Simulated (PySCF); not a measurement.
A geometry optimisation on `CCO/C=C\[C@@H]1CC12CC2`.

Computed with PBE0-D3(BJ)/def2-SVP geometry optimisation, gas phase (PySCF 2.14.0). Start geometry: GFN2-xTB. The input is one job of a driver script: a line of settings, then coordinates in Å.

Input:
```
{"job": {"xc": "PBE0", "basis": "def2-SVP", "d3": "d3bj", "grid": 1, "kind": "geom"}, "charge": 0, "multiplicity": 1}
C      3.979563     0.129465    -0.546301
C      2.464444     0.055102    -0.420043
O      1.973129    -0.612361    -1.564538
C      0.688138    -1.041358    -1.623665
C     -0.380523    -0.869256    -0.848962
C     -0.589011    -0.099943     0.393628
C     -1.327588    -0.776064     1.547742
C     -1.979729     0.284303     0.755424
C     -2.733798     1.529311     1.011414
C     -3.266096     0.482706     0.055748
H      4.397403     0.653194     0.308786
H      4.248268     0.659027    -1.456172
H      4.399093    -0.871822    -0.592817
H      2.185425    -0.497684     0.485943
H      2.046018     1.069315    -0.365263
H      0.587952    -1.644164    -2.518491
H     -1.272443    -1.385280    -1.179213
H      0.184026     0.599512     0.679386
H     -1.649998    -1.797896     1.406242
H     -1.003686    -0.553762     2.554810
H     -3.227607     1.647882     1.965661
H     -2.363695     2.455930     0.596290
H     -3.250107     0.706233    -1.001575
H     -4.120914    -0.102624     0.363522
```

Output:
```
step   0  E = -425.71644031  max force = 0.017908
step   1  E = -425.71872799  max force = 0.002394
step   2  E = -425.71875932  max force = 0.001886
step   3  E = -425.71868252  max force = 0.001820
step   4  E = -425.71875038  max force = 0.001241
step   5  E = -425.71877499  max force = 0.001046
step   6  E = -425.71878769  max force = 0.001169
step   7  E = -425.71880495  max force = 0.000489
step   8  E = -425.71882344  max force = 0.000544
step   9  E = -425.71884909  max force = 0.000306
step  10  E = -425.71887697  max force = 0.000220
step  11  E = -425.71891056  max force = 0.000511
step  12  E = -425.71893525  max force = 0.000617
step  13  E = -425.71894904  max force = 0.000907
step  14  E = -425.71895331  max force = 0.000712
step  15  E = -425.71894746  max force = 0.000310
step  16  E = -425.71895286  max force = 0.000324
optimisation converged
```

Energies in Eh; «max force» is the largest Cartesian gradient component in Eh/bohr.

**Question.** At which steps does the energy rise by more than 1e-5 Eh?

**Answer.** At step 3 (+0.08 mEh).

In short: final energy -425.71895 Eh after 16 steps; dipole 1.14 D.

Time: 7.1 min. Hardware: an Arm Neoverse V1 with one thread (shared host).
Labels such as C1 count atoms from 1, the log's own numbers from 0.
